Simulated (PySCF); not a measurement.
## Assignment exercise: C₈H₇FO₂

Molfile (atoms numbered from 1):
```
C8H7FO2
     RDKit          3D

 18 18  0  0  0  0  0  0  0  0999 V2000
   -1.9115    1.4309    0.8854 O   0  0  0  0  0  0  0  0  0  0  0  0
   -2.2930    0.3226    0.6358 C   0  0  0  0  0  0  0  0  0  0  0  0
   -3.5632   -0.0652    0.8178 O   0  0  0  0  0  0  0  0  0  0  0  0
   -1.4527   -0.8129    0.0881 C   0  0  0  0  0  0  0  0  0  0  0  0
   -0.0267   -0.3900   -0.1152 C   0  0  0  0  0  0  0  0  0  0  0  0
    0.3727    0.1762   -1.3189 C   0  0  0  0  0  0  0  0  0  0  0  0
    1.6766    0.5974   -1.5054 C   0  0  0  0  0  0  0  0  0  0  0  0
    2.5762    0.4500   -0.4661 C   0  0  0  0  0  0  0  0  0  0  0  0
    3.8529    0.8522   -0.6412 F   0  0  0  0  0  0  0  0  0  0  0  0
    2.2062   -0.1035    0.7454 C   0  0  0  0  0  0  0  0  0  0  0  0
    0.8981   -0.5194    0.9129 C   0  0  0  0  0  0  0  0  0  0  0  0
   -4.0937    0.6669    1.1700 H   0  0  0  0  0  0  0  0  0  0  0  0
   -1.5244   -1.6424    0.7943 H   0  0  0  0  0  0  0  0  0  0  0  0
   -1.9084   -1.1346   -0.8504 H   0  0  0  0  0  0  0  0  0  0  0  0
   -0.3426    0.2908   -2.1196 H   0  0  0  0  0  0  0  0  0  0  0  0
    1.9983    1.0363   -2.4364 H   0  0  0  0  0  0  0  0  0  0  0  0
    2.9330   -0.2004    1.5361 H   0  0  0  0  0  0  0  0  0  0  0  0
    0.5935   -0.9487    1.8558 H   0  0  0  0  0  0  0  0  0  0  0  0
  1  2  2  0
  2  3  1  0
  2  4  1  0
  4  5  1  0
  5  6  1  0
  6  7  2  0
  7  8  1  0
  8  9  1  0
  8 10  2  0
 10 11  1  0
 11  5  2  0
  3 12  1  0
  4 13  1  0
  4 14  1  0
  6 15  1  0
  7 16  1  0
 10 17  1  0
 11 18  1  0
M  END
```

[PySCF 2.14: GIAO PBE0/pcSseg-1 shieldings; GFN2-xTB structure; a single conformation; non-relativistic Hamiltonian; rapidly exchanging positions averaged; no solvent model]

Chemical shifts δ = σref − σ; 13C, 1H vs TMS, all at this level.

(1) Assign these signals to the numbered atoms. 13C{1H} NMR (computed): δ 177.1 (C), 172.3 (C), 137.6 (CH), 135.4 (C), 121.4 (CH), 42.1 (CH2).

(2) Assign these signals to the numbered atoms. 1H NMR (400 MHz, computed): δ 7.43 (m, 2H), 7.35 (m, 2H), 6.17 (br s, 1H), 3.62 (s, 2H).

Results:

(1) 
177.1 → C2, carboxylic acid carbon: it is a carbonyl in resonance with an O or N lone pair, the region of acids, esters and amides
172.3 → C8, aromatic carbon bearing fluorine: the electronegative substituent deshields the carbon that carries it
137.6 → C6/C11, aromatic CH: the aromatic region
135.4 → C5, substituted aromatic carbon
121.4 → C7/C10, aromatic CH
42.1 → C4, sp3 CH2 α to a carbonyl: the adjacent C=O deshields it moderately

(2) 
7.43 → H15/H18, hydrogen on an aromatic CH: the ring current deshields protons in the ring plane
7.35 → H16/H17, hydrogen on an aromatic CH
6.17 → H12, hydrogen on an acid hydroxyl oxygen: exchangeable; this is the value without hydrogen bonding to other molecules
3.62 → H13/H14, hydrogen on an sp3 CH2 α to a carbonyl

H15/H18 and H16/H17 lie closer than the usual error of such a calculation, so a measured spectrum could show them in the other order.

Exchangeable OH/NH protons stand at their gas-phase positions; hydrogen bonding in a real sample shifts them, mostly to higher δ. Splittings by 19F in the carbon and heteronuclear signals aren't shown, as no couplings were computed. Shifts are as computed. Against solution values, carbons near 30 ppm lie about +3 ppm off and those near 130 ppm about +5 ppm. Of 1211 compounds with measured shifts, 218 miss one by over three times the rms of a fit or turn the order of signals round; such compounds aren't used in these exercises. Hydrogen bonding in solution deshields acid and N–H amide carbonyl carbons by as much as 10 ppm beyond these values. Multiplicities follow the n + 1 count of equivalent neighbours, as no J values were calculated; m marks all less simple cases, F and P coupling included.
